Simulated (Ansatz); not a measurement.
(HZn-mu-Cl)2 (Zn₂H₂Cl₂), relaxed as a singlet with RKS r2SCAN-D4/def2-SVP in Ansatz, starting from the GFN2-xTB geometry. Force threshold 0.02 eV/Å.

Start:

Cartesian coordinates in Å:
```
Zn -1.175 -0.792 -0.887
H -2.201 -1.500 -1.673
Cl 0.055 -1.192 0.996
Zn 1.170 0.796 0.888
H 2.209 1.491 1.670
Cl -0.058 1.197 -0.994
```

```tsv
step	energy (eV)	largest force component (eV/Å)	SCF passes
1	-121896.6935	0.998	24
2	-121896.8138	0.309	28
3	-121896.8232	0.303	28
4	-121896.8329	0.022	29
5	-121896.8329	0.002	23
```

Force components are those of the run's own axes.

End:

```xyz
6

Zn   -1.136   -0.770   -0.860
H    -2.206   -1.497   -1.673
Cl    0.059   -1.284    1.071
Zn    1.135    0.770    0.861
H     2.208    1.496    1.671
Cl   -0.062    1.286   -1.069
```

By distances, no bond broke or formed. The bond that changes most is Zn4–H5, from 1.47 to 1.53 Å (atoms count from 1).

No frequencies were taken in this run, so the end may be a saddle point.

Run time 17 s (4 threads of Arm Neoverse V2 on a shared host).
